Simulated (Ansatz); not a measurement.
Ansatz results at the PBE0-D4/def2-TZVP geometry: HOMO–LUMO gap (ωB97M-V/def2-TZVPP) 6.91 eV; LUMO energy (ωB97M-V/def2-TZVPP) -0.60 eV; size of the dipole moment (PBE/def2-TZVPP) 2.13 D.

(1) Which molecule gave them?
A. `[CH2]1[InH][SnH2]1`
B. `OC(O)(F)N[SiH3]`
C. `F[SiH]1[SiH2][SiH2]1`
D. `C[SiH2][GeH2][OH]`

## Answers

(1) A. The others give `OC(O)(F)N[SiH3]`: 12.05, 1.85, 1.37; `C[SiH2][GeH2][OH]`: 11.07, 1.47, 1.37; `F[SiH]1[SiH2][SiH2]1`: 9.24, 0.23, 1.16.
